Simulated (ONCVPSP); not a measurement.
## LDA (Perdew-Wang 92) ONCV dataset for B (Z = 5), scalar-relativistic all-electron reference.

Input for ONCVPSP 4.0.1:

```
# ATOM AND REFERENCE CONFIGURATION
# atsym  z   nc   nv     iexc    psfile
  B 5.00    1    1  -001012      upf
#
#   n    l    f
    1    0    2.00
    2    0    2.00
#
# PSEUDOPOTENTIAL AND OPTIMIZATION
# lmax
    2
#
#   l,   rc,      ep,       ncon, nbas, qcut
    0    1.60    0.00    4    7    3.10
    1    1.60    0.04    5   10    4.50
    2    1.40    0.43    3    6    7.70
#
# LOCAL POTENTIAL
# lloc, lpopt,  rc(5),   dvloc0
    4    1    1.30    0.00
#
# VANDERBILT-KLEINMAN-BYLANDER PROJECTORs
# l, nproj, debl
    0    1    2.10
    1    1    3.60
    2    2    3.20
#
# MODEL CORE CHARGE
# icmod, fcfact, rcfact
    3    4.00    1.10
#
# LOG DERIVATIVE ANALYSIS
# epsh1, epsh2, depsh
   -2.00    5.00    0.02
#
# OUTPUT GRID
# rlmax, drl
    6.00    0.01
#
# TEST CONFIGURATIONS
# ncnf
    4
# nvcnf
#   n    l    f
    2
    2    0    2.00
    2    1    1.00
#
    1
    2    0    1.00
#
    2
    2    0    2.00
    2    1    0.50
#
    2
    2    0    0.00
    2    1    3.00
#
```

Command:

```bash
oncvpsp.x < B.dat > B.out
```

Output (shortened: citation, most of the input echo, consistency checks and plot data are left out):

```
ONCVPSP  (Optimized Norm-Conservinng Vanderbilt PSeudopotential)
scalar-relativistic version 4.0.1

#   n    l    f        energy (Ha)
    1    0    2.00    -7.0458195E+00
    2    0    2.00    -7.1333637E-01

Reference configufation results
  iterations    24
  all-electron total energy (Ha)   -2.40448129D+01

Begin loop to  construct optimized pseudo wave functions
and semi-local pseudopoentials for all angular momenta

Calculating optimized projector #   1

 for l=   0

    Fraction of norm inside rc  0.457929
    Optimizing pswf for qcut=   3.10 a_B^-1,  ecut=   4.80 Ha
    Residual kinetic energy error=  1.03D-02 Ha

    Energy error per electron        Cutoff
         Ha          eV             Ha
         0.01000     0.27211        4.84
         0.00100     0.02721       33.84
         0.00010     0.00272       45.74
         0.00001     0.00027       54.47

WARNING wellstate: moderately localized bound state found for n= 2 l=  1
WARNING scattering state with energy  0.05000000
WARNING will be used for the first projector

   Wellstate for l =  1  n =  3
     eigenvalue =   0.0500
     asymptotic potential =   0.5500
     half-point radius =  5.7988

Calculating optimized projector #   1

 for l=   1

    Fraction of norm inside rc  0.147300
    Optimizing pswf for qcut=   4.50 a_B^-1,  ecut=  10.15 Ha
    Residual kinetic energy error=  5.21D-03 Ha

    Energy error per electron        Cutoff
         Ha          eV             Ha
         0.01000     0.27211        8.68
         0.00100     0.02721       27.30
         0.00010     0.00272      118.48
         0.00001     0.00027      135.36

   Wellstate for l =  2  n =  3
     eigenvalue =   0.4300
     asymptotic potential =   0.9300
     half-point radius =  2.8545

   Wellstate for l =  2  n =  5
     eigenvalue =   3.6300
     asymptotic potential =   4.1300
     half-point radius =  3.0939

Calculating optimized projector #   1

 for l=   2

    Fraction of norm inside rc  0.073960
    Optimizing pswf for qcut=   7.71 a_B^-1,  ecut=  29.71 Ha
    Residual kinetic energy error=  6.33D-07 Ha

    Energy error per electron        Cutoff
         Ha          eV             Ha
         0.01000     0.27211        4.89
         0.00100     0.02721       10.68
         0.00010     0.00272       17.20
         0.00001     0.00027       23.12

Calculating optimized projector #   2

 for l=   2

    Fraction of norm inside rc  0.118503
    Optimizing pswf for qcut=   7.71 a_B^-1,  ecut=  29.71 Ha
    Residual kinetic energy error=  2.44D-05 Ha

    Energy error per electron        Cutoff
         Ha          eV             Ha
         0.01000     0.27211       11.77
         0.00100     0.02721       19.95
         0.00010     0.00272       26.15
         0.00001     0.00027       32.97

Construct Vanderbilt / Kleinmman-Bylander projectors

B matrix Hermiticity error, ll=   2
   1   2   -5.4015E-05

  Orthonormal projector coefficients -1.4370E+00 -2.4006E-01

Model core correction analysis
  based on d2Exc/dn_idn_j

d2excae - all-electron derivatives

   -6.461930D-02

d2excps - pseudofunction derivatives with no core correction

   -6.911617D-02

rms 2nd derivative error    4.496878E-03

rmatch, rhocmatch    0.7616    0.7912

Teter function model core charge with specified parameters

d2excps - pseudofunction derivatives with core correction

   -6.696761D-02

rms 2nd derivative error    2.348311E-03

Pseudoatom total energy   -2.288981

Diagnostic tests using Vanderbilt-Kleinman-Bylander pseudopotentials
  1 or more projectors used as specified by nproj input data

   l    rcore       rmatch      e in        delta e   norm test  slope test

   0   1.6086685   1.6575111  -0.7133364  -0.0000028   0.9999996   1.0000172

   1   1.6086685   1.6575111   0.0500000   0.0000003   1.0000003   1.0000003

   2   1.4018870   1.4444513   0.4300000  -0.0000014   1.0000461   1.0000461
   2   1.4018870   1.4444513   3.6300000   0.0000199   1.0001695   1.0001695

 Testing for bound ghosts
   n   l    E NL Schr. Eq   E Basis Diag.   E Cutoff

   1   0       -0.713339       -0.708869     48.41

   2   1       -0.492457       -0.483881    153.47

 Testing for highly-localized positive-energy ghosts
       l    <radius>/rc     E Basis Diag.   E Cutoff

Test configuration 0

   n   l     f        eae           eps        diff
   1   0  2.0000   -7.04581955
   2   0  2.0000   -0.71333637   -0.71333921   -2.83D-06

    Total energies and differences
      AE_ref= -2.40448129D+01  AE_tst= -2.40448129D+01  dif=  0.00D+00
      PS_ref= -2.28898084D+00  PS_tst= -2.28898084D+00  dif=  4.44D-16
      PSP excitation error= -4.44D-16

Test configuration 1

   n   l     f        eae           eps        diff
   1   0  2.0000   -6.56600070
   2   0  2.0000   -0.34484330   -0.34546476   -6.21D-04
   2   1  1.0000   -0.13653230   -0.13617213    3.60D-04

    Total energies and differences
      AE_ref= -2.40448129D+01  AE_tst= -2.43506168D+01  dif= -3.06D-01
      PS_ref= -2.28898084D+00  PS_tst= -2.59402082D+00  dif= -3.05D-01
      PSP excitation error= -7.64D-04

Test configuration 2

   n   l     f        eae           eps        diff
   1   0  2.0000   -7.68536116
   2   0  1.0000   -1.15148323   -1.14926289    2.22D-03

    Total energies and differences
      AE_ref= -2.40448129D+01  AE_tst= -2.31151283D+01  dif=  9.30D-01
      PS_ref= -2.28898084D+00  PS_tst= -1.36023641D+00  dif=  9.29D-01
      PSP excitation error=  9.40D-04

Test configuration 3

   n   l     f        eae           eps        diff
   1   0  2.0000   -6.78118468
   2   0  2.0000   -0.51641746   -0.51708594   -6.68D-04
   2   1  0.5000   -0.30098290   -0.30041899    5.64D-04

    Total energies and differences
      AE_ref= -2.40448129D+01  AE_tst= -2.42425643D+01  dif= -1.98D-01
      PS_ref= -2.28898084D+00  PS_tst= -2.48617169D+00  dif= -1.97D-01
      PSP excitation error= -5.61D-04

Test configuration 4

   n   l     f        eae           eps        diff
   1   0  2.0000   -6.63639038
   2   1  3.0000   -0.16574173   -0.16538040    3.61D-04

    Total energies and differences
      AE_ref= -2.40448129D+01  AE_tst= -2.39317122D+01  dif=  1.13D-01
      PS_ref= -2.28898084D+00  PS_tst= -2.17436082D+00  dif=  1.15D-01
      PSP excitation error= -1.52D-03
```

The run took about 1.9 s on one core of a shared server CPU.
